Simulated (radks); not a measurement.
All-electron atom: Si+ in [Ne] 3s2 3p1. Calculated with a radial shooting solver on a logarithmic mesh with Libxc functionals: non-relativistic Kohn-Sham, SCAN, spin-unpolarised, spherical densities, point nucleus; meta-GGA in the generalised Kohn-Sham scheme.

Normalised radial functions P(r) = r R(r), r in bohr:

```
   r/bohr * 1s (the largest magnitude, 2.69, reaches the edge; | marks zero)
  0.01081 |                  *
  0.01385 |                       *
  0.01775 |                            *
  0.02257 |                                 *
  0.02892 |                                       *
  0.03706 |                                             *
   0.0475 |                                                  *
  0.06038 |                                                     *
  0.07737 |                                                      *
  0.09915 |                                                   *
   0.1271 |                                             *
   0.1615 |                                    *
    0.207 |                         *
   0.2652 |              *
   0.3399 |      *
   0.4321 |  *
   0.5537 |*
   0.7096 *
    0.902 *
    1.156 *
    1.481 *
    1.898 *
    2.413 *
    3.092 *
    3.963 *
    5.078 *
    6.455 *
    8.272 *
```

1s: eigenvalue -1802.2 eV, 0 radial nodes, <r> = 0.112 bohr, 90 % of the charge inside 0.199 bohr.
